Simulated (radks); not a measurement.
Problem. Spherical quantum dot in the effective-mass picture: electrons in a hard-walled sphere of radius 5.57, with a point charge +1 (a donor) at the centre, all in effective atomic units (hartree* = m*/eps^2 hartree, bohr* = eps/m* bohr), one dielectric constant everywhere. Method: non-relativistic Kohn-Sham, LDA (Slater exchange, Perdew-Wang correlation), spin-polarised, spherical densities; computed with a radial shooting solver with Libxc functionals. Levels are named by radial order and angular momentum (1s, 1p, 1d, 2s, ...), and open shells are averaged over m. At N = 28 the configuration is 1s2 1p6 1d10 2s(up 1, down 0) 1f(up 7, down 2). Does electron 29 go into 1g up or 1f down or 2s down?

Solution. Into 1f down. The total energies of the other choices lie higher by 0.126 hartree* (2s down), 0.197 hartree* (1g up).
